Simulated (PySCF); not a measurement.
# Telling isomers of C9H12O2 apart by NMR

All values are calculated (PySCF 2.14): shielding tensors at PBE0/pcSseg-1 (GIAO), structure optimised with GFN2-xTB. No relativistic terms, no solvent model, equivalent nuclei averaged, a single conformation.

References, each an isolated molecule treated in the same way: $^{1}$H, $^{13}$C vs TMS. Where no couplings were computed, multiplicities follow the n + 1 count of equivalent neighbours, and m marks all less simple cases (inequivalent or close neighbours, rings, F or P nearby). Shifts are as computed. Against solution values, carbons near 30 ppm lie about +3 ppm off and those near 130 ppm about +5 ppm. Of 1211 compounds with measured shifts, 218 miss one by over three times the rms of a fit or turn the order of signals round; such compounds aren't used in these exercises.

(1) Tabulate the signals of `CO/C=C1\C=C(OC)C=C1C`, `CC(=O)O[C@@]12C[C@H]3[C@@H]1[C@@]3(C)C2` and their relative energies.

(2) What is the quickest way to tell CO/C=C1\C=C(OC)C=C1C from CC(=O)O[C@@]12C[C@H]3[C@@H]1[C@@]3(C)C2?

Results:

(1) 
| SMILES | carbon types | δC | δH | E rel. (kcal/mol) |
| --- | --- | --- | --- | --- |
| CO/C=C1\C=C(OC)C=C1C | 3×C 3×CH 3×CH3 | 170.4, 154.5, 139.0, 130.8, 128.0, 89.1, 60.8, 57.4, 14.4 | 6.66 (s, 1H), 5.89 (s, 1H), 5.34 (s, 1H), 3.94 (s, 3H), 3.82 (s, 3H), 2.17 (s, 3H) | 3.7 |
| CC(=O)O[C@@]12C[C@H]3[C@@H]1[C@@]3(C)C2 | 3×C 2×CH 2×CH2 2×CH3 | 175.5, 76.3, 45.9, 44.7, 44.6, 23.9, 22.1, 20.3, 17.4 | 3.55 (m, 1H), 3.03 (m, 1H), 2.41 (m, 1H), 2.20 (m, 1H), 2.04 (s, 3H), 1.94 (m, 1H), 1.38 (s, 3H), 1.32 (m, 1H) | 0.0 |

Energies are electronic energies at PBE0/pcSseg-1 on these geometries, without zero-point or thermal terms, each for the one conformer computed, which needn't be the lowest.

(2) Both give the same number of carbon signals, but DEPT or the intensities differ. The first has an alkene carbon bearing oxygen (CH) at 154.5 ppm, the second an sp3 CH2 in a ring at 44.7 ppm. Their most deshielded carbons lie at 170.4 and 175.5 ppm. In the proton spectra the most deshielded non-exchanging signals are 6.66 (s, 1H) and 3.55 (m, 1H).
